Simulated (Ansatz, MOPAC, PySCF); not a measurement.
Noncovalent pair: H2 (SMILES [H][H]) (first 2 atoms) with CH3NO (SMILES NC=O); geometry from B3LYP-D3(BJ)/def2-TZVP, rigid monomers moved along the line of their centres of mass till H1···O5 is 2.36 Å.
(charge 0, multiplicity 1):
```xyz
8

H     -0.31464    -0.21505     0.47387
H      0.00559    -0.00640    -0.16754
N      0.95911     0.68298     3.04529
C     -0.11554    -0.02998     3.46155
O     -0.90695    -0.58268     2.73126
H      1.13913     0.77922     2.05898
H      1.58008     1.11984     3.70287
H     -0.20171    -0.05884     4.56310
```

Counterpoise-corrected where a basis set is named; no monomer relaxation. Rows marked so take none.

Correlated levels freeze the cores. Rows in 3-21G carry no dispersion term and start afresh at each structure. The state that PM6 reach isn't checked.

The values were computed with Ansatz (Gaussian orbitals); MOPAC for PM6 (differences of heats of formation); PySCF for 3-21G rows. Each number belongs to the level named beside it.

Q: Predict the interaction energy from PM6.

A: -0.3 kcal/mol

Ansatz is a program for electronic structure.
